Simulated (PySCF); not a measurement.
F4S, SMILES FS(F)(F)F (connectivity only; charge and spin as stated), charge -1, multiplicity 2. The structure is a stationary point at PBE0-D3(BJ)/def2-SVPD. The multiplicity is an assumed one; other spin states were not compared.

Method: PBE0-D3(BJ)/def2-SVPD in PySCF.

Harmonic wavenumbers (cm⁻¹): 167, 184, 230, 322, 403, 438, 499, 608, 759. Rotational constants (GHz): 5.129, 3.271, 2.829; symmetry number 1.

Task: Work out the zero-point energy and the ideal-gas rigid-rotor harmonic-oscillator thermochemistry at 298.15 K and 1 atm.

Result: ZPE = ½ Σ hcν = ½ × 3610 cm⁻¹ = 21.59 kJ/mol. H − E(el) = 39.81 kJ/mol. Entropy in J/(mol K): translation 167.15, rotation 110.12, vibration 46.27, spin 5.76, total 329.30. G − E(el) = -58.37 kJ/mol. Cp = 87.69 J/(mol K).
